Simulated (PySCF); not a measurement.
The dipole of `NC[C@@H]1CO[SiH2]C1` from its density and from atomic charges.

Coordinates (PBE0-D3(BJ)/def2-SVP, Å) and charges (e) from the PBE0/pcSseg-1 density (PySCF):

```csv
atom,x,y,z,Mulliken,IAO,Hirshfeld,ESP-fitted
N1,-2.942,-0.161,-0.137,-0.4490,-0.5683,-0.2377,-0.9136
C2,-1.692,-0.035,-0.853,+0.0176,-0.1391,-0.0243,+0.1427
C3,-0.425,0.127,-0.011,-0.4300,-0.1327,-0.0386,+0.1225
C4,-0.452,1.374,0.885,+0.1748,-0.0505,-0.0016,+0.1420
O5,0.843,1.642,1.377,-0.6341,-0.6434,-0.2444,-0.5256
Si6,2.044,1.017,0.377,+0.8433,+0.9756,+0.4013,+0.7758
C7,0.863,0.209,-0.850,-0.4903,-0.5631,-0.1643,-0.5892
H8,-3.136,0.668,0.420,+0.1716,+0.2391,+0.1071,+0.3357
H9,-2.913,-0.948,0.508,+0.1673,+0.2394,+0.1084,+0.3440
H10,-1.769,0.828,-1.540,+0.1123,+0.1298,+0.0368,+0.0488
H11,-1.570,-0.919,-1.502,+0.1225,+0.1371,+0.0394,+0.0588
H12,-0.343,-0.752,0.656,+0.1263,+0.1206,+0.0317,+0.0289
H13,-1.134,1.238,1.741,+0.1121,+0.1367,+0.0379,+0.0267
H14,-0.825,2.242,0.302,+0.0973,+0.1125,+0.0305,+0.0450
H15,2.914,0.067,1.133,-0.1162,-0.1425,-0.0822,-0.1569
H16,2.901,2.099,-0.193,-0.1175,-0.1416,-0.0813,-0.1518
H17,1.177,-0.771,-1.237,+0.1510,+0.1498,+0.0423,+0.1411
H18,0.715,0.876,-1.718,+0.1408,+0.1405,+0.0392,+0.1251
```

**Question.** Compute μ = Σ q r for each scheme (1 e·Å = 4.803 D) and compare with the dipole of the full density.

**Answer.** The full density gives (0.04, -0.86, -0.48) D, 0.99 D in size; dipole vectors point from the negative to the positive end.

```csv
scheme,μx,μy,μz,size (D),share of the full size (%),angle to the full dipole (°)
Mulliken,0.44,-0.38,-1.74,1.83,186,49
IAO,1.07,-1.09,-1.34,2.03,206,36
Hirshfeld,-0.12,-0.55,-0.53,0.78,79,18
ESP-fitted,0.06,-0.85,-0.52,1.00,101,3
```

**Question.** Which set comes closest?

**Answer.** Length of the difference vector: ESP-fitted 0.05 D, Hirshfeld 0.35 D, IAO 1.36 D, Mulliken 1.41 D. Closest: ESP-fitted. 

**Question.** What is left for the Hirshfeld atoms' own dipoles?

**Answer.** The shares of the density sum to the whole, so what Σ q r misses lies in dipoles about the nuclei. The atomic dipoles sum to (0.04, -0.86, -0.48) − (-0.12, -0.55, -0.53) = (0.16, -0.31, 0.05) D, 0.35 D in size.

**Question.** With the origin at the mean of the coordinates, (-0.319, 0.489, -0.036) Å, which are the largest single terms, by size, of the IAO dipole along the direction of the full one?

**Answer.** O5 +5.10, Si6 -2.68, C7 -1.86, N1 -1.40, H17 +1.25 D; all 18 atoms together +1.64 D. The single terms depend on the origin, their sum doesn't.

**Question.** Give the size of the full dipole in other units.

**Answer.** 0.99 D = 0.388 au = 0.205 e·Å = 3.29 × 10⁻³⁰ C·m.

Isolated species at its PBE0-D3(BJ)/def2-SVP geometry (one conformer only).
